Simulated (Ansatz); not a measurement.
CH3Si (SMILES [CH]=[SiH2]) moved off its minimum; all values from Ansatz (a first-principles code), cores frozen in correlated methods. Open shells are unrestricted.
(charge 0, multiplicity 2)
```xyz
5

C      1.1721    -0.1058    -0.0219
Si    -0.5135     0.0722    -0.1410
H      2.1995    -0.2515    -0.0349
H     -1.1593     1.4276     0.0105
H     -1.3719    -1.0304    -0.0377
```

Give the forces (eV/Å), the total energy and the dipole at MP2/aug-cc-pV(T+d)Z.


| atom | Fx | Fy | Fz |
|---|---|---|---|
| C1 | -2.827 | 0.336 | -0.197 |
| Si2 | 2.215 | 1.644 | 0.696 |
| H3 | 1.319 | -0.174 | -0.081 |
| H4 | 0.261 | -0.685 | -0.293 |
| H5 | -0.967 | -1.120 | -0.125 |
Energy -328.6906 hartree, dipole 1.22 D.

Doubts at one or more of the structures used: a spin-contaminated determinant (MP2/aug-cc-pV(T+d)Z).
